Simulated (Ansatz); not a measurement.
Abridged output of a molecular run in Ansatz:

```
Functional definition: HF
  name "HF"
  cite "Fock, Z. Phys. 61, 126 (1930) doi:10.1007/BF01340294"
  parent pbe
  exchange = exact_x
  correlation = 0
these checks for a lower state are left out or cut short: cluster_reference
1480 factors; integrals over basis functions are off by at most 1.0e-3 eV
mean field evaluation 1: about -74144.8490 eV, gradient 3.3e1 eV
mean field evaluation 2: about -74144.8562 eV, gradient 3.3e1 eV
mean field evaluation 4: about -74149.5036 eV, gradient 3.3e0 eV
mean field evaluation 8: about -74149.6303 eV, gradient 2.1e-1 eV
mean field -74149.63134941 eV, -2724.9486916654 hartree, gradient 4.4e-6 eV, S^2 0.759274; 0 other end points of the search recorded, 0 dependent functions left out
17 core orbitals not correlated: weight in the atoms' cores, before any rotation towards them, 1.000 or more for the frozen orbitals, at most 0.000 for the correlated occupied ones
reference -74149.63134941 eV, -2724.9486916654 hartree; 21, 20 occupied and 201, 202 virtual orbitals, 1480 factors
second order -29.06901315 eV of doubles, -0.00000000 eV of singles
cycle   1  -28.89510575 eV  change    1.7e-1 eV  update   1.2e-1
cycle   2  -29.62361239 eV  change   -7.3e-1 eV  update   3.8e-2
cycle   3  -29.79789820 eV  change   -1.7e-1 eV  update   2.3e-2
cycle   4  -29.78671846 eV  change    1.1e-2 eV  update   7.7e-3
cycle   5  -29.78241315 eV  change    4.3e-3 eV  update   4.8e-3
cycle   6  -29.78525767 eV  change   -2.8e-3 eV  update   1.9e-3
cycle   7  -29.78522579 eV  change    3.2e-5 eV  update   9.1e-4
cycle   8  -29.78534100 eV  change   -1.2e-4 eV  update   3.3e-4
cycle   9  -29.78545386 eV  change   -1.1e-4 eV  update   1.8e-4
cycle  10  -29.78532762 eV  change    1.3e-4 eV  update   8.0e-5
cycle  11  -29.78536732 eV  change   -4.0e-5 eV  update   4.7e-5
cycle  12  -29.78539139 eV  change   -2.4e-5 eV  update   1.9e-5
perturbative correction -1.18675931 eV, -0.0436126003 hartree
Total energy: -74180.60350011 eV, -2726.0868972100 hartree
Checks for a lower state left out: cluster_reference
```

Its atoms:

Z-matrix (Å, degrees):
```
C
O 1 1.413
H 1 1.095 2 111.9
H 1 1.095 2 111.5 3 -122.4
H 1 1.092 2 107.3 3 119.1
Ge 2 1.776 1 122.5 3 47.2
Cl 6 2.173 2 109.5 1 -50.2
O 6 1.768 2 103.1 1 -165.6
H 8 0.964 6 110.1 2 -15.2
```

(1) Which basis set was used?
A. def2-QZVPP
B. def2-TZVPPD
C. def2-TZVPP
D. cc-pV(Q+d)Z

(2) Write the keys of the input that set method, charge and spin (a neutral closed shell needs none for the last two).

Answers

(1) C. It gives 239 functions.

(2) 
```yaml
magnetization: {spin_polarized: true, initial_magnetization: 1}
correlation: {method: ccsd_t}
scf: {omitted_lower_state_checks: [cluster_reference]}
```
